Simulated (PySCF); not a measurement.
Frontier orbitals and the lowest excitations

C2H11NSi2.
Geometry (GFN2-xTB, Å), atoms numbered from 1 in this order:
```xyz
16
C2H11NSi2 angstrom
N     -2.8705   -0.0091   -0.2862
Si    -1.3918    0.3233    0.5373
C     -0.0694   -0.6821   -0.3833
C      1.2714   -0.7875    0.3416
Si     2.2513    0.8340    0.4619
H     -3.1107   -0.9625   -0.5045
H     -3.6977    0.4928   -0.0089
H     -1.3711   -0.0496    1.9652
H     -1.2157    1.7702    0.4051
H      0.0896   -0.2500   -1.3728
H     -0.4539   -1.6923   -0.5549
H      1.1037   -1.1841    1.3457
H      1.8959   -1.5262   -0.1717
H      3.5226    0.5526    1.1380
H      2.5296    1.3433   -0.8838
H      1.5090    1.8361    1.2274
```

The calculation used TDDFT CAM-B3LYP/def2-SVPD, vertical, gas phase, core orbitals frozen in the response (PySCF 2.14.0, density-fitted response routines).

Frontier orbitals with the atoms that hold most of them (Löwdin shares over 4%, at most four atoms; ? is withheld):

| orbital | ε (eV) | atoms |
| --- | --- | --- |
| HOMO-3 | -10.78 | Si5 26%, H14 22%, C3 9%, C4 9% |
| HOMO-2 | -10.13 | C4 25%, C3 23%, Si5 13%, Si2 8% |
| HOMO-1 | -9.61 | ? |
| HOMO | -8.75 | N1 58%, Si2 14%, H8 10%, H6 6% |
| LUMO | ? | ? |
| LUMO+1 | 1.21 | Si5 20%, Si2 16%, C4 10%, C3 9% |
| LUMO+2 | 1.60 | Si5 42%, H16 12%, H15 10%, H14 6% |

Question: Which atoms hold the LUMO, and with what shares?

Answer: Si2 (bonded to C, N and 2 H) 28%; H7 (bonded to N) 12%; N1 (bonded to Si and 2 H) 11%; H6 (bonded to N) 9%. By element: silicon 28% or more, hydrogen 22% or more, nitrogen 11%.

Question: Give the leading atoms of the HOMO-1.

Answer: C4 (bonded to C, Si and 2 H) 22%; C3 (bonded to C, Si and 2 H) 21%; Si2 (bonded to C, N and 2 H) 13%; Si5 (bonded to C and 3 H) 12%. By element: carbon 43%, silicon 24%.

Question: What is the LUMO energy, and the HOMO–LUMO gap?

Answer: ε(LUMO) = 1.06 eV; the gap is 9.81 eV (0.3604 hartree).

Question: The HOMO–LUMO gap is 9.81 eV. Where does the response calculation put the lowest singlet, and from which orbitals?

Answer: S1 is at 6.37 eV (f = 0.017), 3.44 eV below the gap, made of HOMO→LUMO (86%), HOMO→LUMO+1 (8%). Without the coupling terms of the response equations the lowest excitation would equal the gap.

Next come S2 at 7.24 eV (f 0.0062), HOMO→LUMO+1 (57%), HOMO→LUMO+3 (12%), HOMO→LUMO+2 (12%); S3 at 7.66 eV (f 0.017), HOMO-1→LUMO (43%), HOMO-1→LUMO+1 (35%); S4 at 7.87 eV (f 0.017), HOMO→LUMO+4 (47%), HOMO-1→LUMO+1 (13%); S5 at 7.90 eV (f 0.017), HOMO-1→LUMO+1 (25%), HOMO→LUMO+3 (15%), HOMO→LUMO+2 (12%).

Hardware: one thread of an Intel Xeon at 2.70 GHz, no GPU, shared host. Cost: 47 s of wall time, 0.90 GiB resident at most.

One conformer stands for the species.
